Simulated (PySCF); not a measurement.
F5Si2, multiplicity 2. Atoms are numbered in the order given.

```xyz
7

F      1.9931     0.2445     1.3039
Si     1.3538    -0.4818     0.0000
F      1.9931     0.2445    -1.3039
Si    -0.9615     0.0086     0.0000
F     -1.3389     1.5707     0.0000
F     -1.6287    -0.6618    -1.2996
F     -1.6287    -0.6618     1.2996
```
Charge 0, spin multiplicity 2.

Geometry optimised at B3LYP-D3(BJ)/def2-SVP. The isomer is the one that the SMILES or the coordinates give; other isomers of the formula were not compared. One conformer was computed; it need not be the lowest.

These are M06-2X/def2-TZVP run with PySCF values and carry that method's errors.

ESP charges are fitted to the potential on shells at 1.4 to 2.0 van der Waals radii. Atomic charges (e):

| atom | ESP fit | Löwdin | Mulliken spin |
|---|---|---|---|
| F1 | -0.20 | -0.01 | 0.02 |
| Si2 | 0.41 | 0.08 | 0.78 |
| F3 | -0.20 | -0.01 | 0.02 |
| Si4 | 0.64 | -0.13 | 0.15 |
| F5 | -0.20 | 0.02 | 0.01 |
| F6 | -0.22 | 0.02 | 0.00 |
| F7 | -0.22 | 0.02 | 0.00 |

Task: Give the Mayer and Wiberg (Löwdin basis) orders of the bonds. (Estimate from the structure and the level; the computed values follow.)

Result: 
```csv
bond,Mayer,Wiberg
F1–Si2,1.06,1.74
Si2–F3,1.06,1.74
Si2–Si4,0.94,1.06
Si4–F5,1.12,1.73
Si4–F6,1.11,1.72
Si4–F7,1.11,1.72
```
